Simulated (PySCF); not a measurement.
Ga(Me)2(SiMe3), C₅H₁₅GaSi, SMILES [CH3][Ga]([CH3])[Si](C)(C)C, GFN2-xTB optimised geometry.

```
22

Ga     0.39    -1.00     0.00
C     -0.43    -2.89    -0.01
H     -0.24    -3.40    -0.97
H     -1.52    -2.90     0.15
H      0.02    -3.51     0.77
C      2.45    -1.00     0.00
H      2.90    -0.01    -0.16
H      2.83    -1.67    -0.78
H      2.84    -1.38     0.95
Si    -0.96     1.05     0.00
C      0.16     2.58    -0.31
C     -1.87     1.29     1.68
C     -2.28     0.97    -1.40
H     -0.40     3.51    -0.32
H      0.92     2.65     0.46
H      0.67     2.49    -1.26
H     -1.15     1.39     2.49
H     -2.49     0.42     1.90
H     -2.51     2.16     1.68
H     -2.90     0.08    -1.29
H     -1.80     0.92    -2.37
H     -2.94     1.83    -1.39
```

Density from CAM-B3LYP/def2-SVP run with PySCF at that geometry.

Minimum of the electron density along straight lines between bonded atoms, close to the bond critical point (lines longer than 1.1 times the sum of covalent radii, or with two minima, are not listed):

| bond | length / Å | ρ at the minimum / e bohr⁻³ | ∇²ρ there / e bohr⁻⁵ | position (fraction from the first atom) |
|---|---|---|---|---|
| Ga1–C2 | 2.061 | 0.099 | 0.12 | 0.46 |
| C2–H4 | 1.095 | 0.268 | -0.95 | 0.63 |
| C2–H5 | 1.096 | 0.265 | -0.93 | 0.62 |
| Ga1–C6 | 2.061 | 0.099 | 0.12 | 0.47 |
| C6–H7 | 1.095 | 0.268 | -0.95 | 0.63 |
| C6–H8 | 1.096 | 0.265 | -0.93 | 0.62 |
| C6–H9 | 1.096 | 0.265 | -0.93 | 0.62 |
| Ga1–Si10 | 2.456 | … | -0.08 | 0.47 |
| Si10–C11 | 1.922 | 0.107 | 0.31 | 0.38 |
| Si10–C12 | 1.924 | 0.107 | 0.29 | 0.38 |
| Si10–C13 | 1.923 | 0.107 | 0.29 | 0.38 |
| C11–H14 | 1.086 | 0.272 | -0.98 | 0.63 |
| C11–H15 | 1.087 | 0.271 | -0.98 | 0.63 |
| C11–H16 | 1.087 | 0.271 | -0.97 | 0.62 |
| C12–H17 | 1.087 | 0.271 | -0.97 | 0.62 |
| C12–H18 | 1.087 | 0.272 | -0.98 | 0.63 |
| C12–H19 | 1.086 | 0.272 | -0.98 | 0.63 |
| C13–H20 | 1.087 | 0.271 | -0.98 | 0.63 |
| C13–H21 | 1.088 | 0.271 | -0.97 | 0.62 |
| C13–H22 | 1.086 | 0.272 | -0.98 | 0.63 |

Q: Some entries are withheld; supply them.

A: 
- Ga1–Si10, ρ at the minimum / e bohr⁻³: 0.079
